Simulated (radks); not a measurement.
Sm53+, configuration [He] 2s2 2p4.5 3p0.5 (fractional occupations, a model configuration). Calculated with a radial shooting solver on a logarithmic mesh with Libxc functionals: Dirac Kohn-Sham, LDA (Slater exchange, Perdew-Zunger correlation), spin-unpolarised, spherical densities, point nucleus; open shells fill j = l - 1/2 first.

Normalised radial functions P(r) = r R(r) (large component), r in bohr:

r	2s1/2
0.002384	0.8827
0.002958	1.0283
0.003642	1.1797
0.004521	1.3431
0.00561	1.5036
0.006963	1.6466
0.008642	1.7506
0.01073	1.7868
0.01331	1.7192
0.01652	1.5074
0.0205	1.1133
0.02545	0.5133
0.03158	-0.2842
0.0392	-1.2195
0.04826	-2.1352
0.0599	-2.9273
0.07434	-3.3648
0.09226	-3.3132
0.1145	-2.7816
0.1421	-1.9530
0.1764	-1.1121
0.2189	-0.4923
0.2717	-0.1604
0.3372	-0.0359
0.4185	-0.0050
0.5194	-0.0004
0.6446	0.0000

2s1/2: eigenvalue -11644.7 eV, 1 radial node at r = 0.0294 bohr, <r> = 0.0941 bohr, 90 % of the charge inside 0.146 bohr.
